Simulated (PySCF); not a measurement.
# Ionisation energy of Sb+ by level of theory

Sb+ [Kr] 4d10 5s2 5p2 (3P) → Sb(2+) [Kr] 4d10 5s2 5p1 (2P), as a difference of total energies. Calculation: PySCF 2.14, in aug-cc-pwCVTZ-PP with ECP28MDF (8s7p6d4f1g, 96 functions); a scalar-relativistic core potential. Correlated levels: valence: 4s2 4p6 4d10 frozen; valence and next inner shell: nothing frozen outside the core potential. The calculations carry no spin-orbit coupling.

```
                                method  ionisation energy (eV)
                                   UHF                  16.003
                                   PBE                  16.470
                                  PBE0                  16.533
                                r2SCAN                  16.660
                                  PW91                  16.542
                                 M06-L                  16.147
                                 HSE06                  16.525
                         MP2 (valence)                  16.333
                     SCS-MP2 (valence)                  16.270
    MP2 (valence and next inner shell)                  16.534
SCS-MP2 (valence and next inner shell)                  16.410
```

Estimate what LDA gives.

16.655 eV, closest to r2SCAN among the rows shown.

Estimate what TPSS gives.

16.470 eV, closest to PBE among the rows shown.

The reference lies between the lowest fine-structure levels, while these numbers refer to the centres of the terms.

Errors of the correlated levels include the incompleteness of this basis and the frozen core.

For comparison: 16.626 ± 0.025 eV (measured; NIST Atomic Spectra Database, ionization energies).
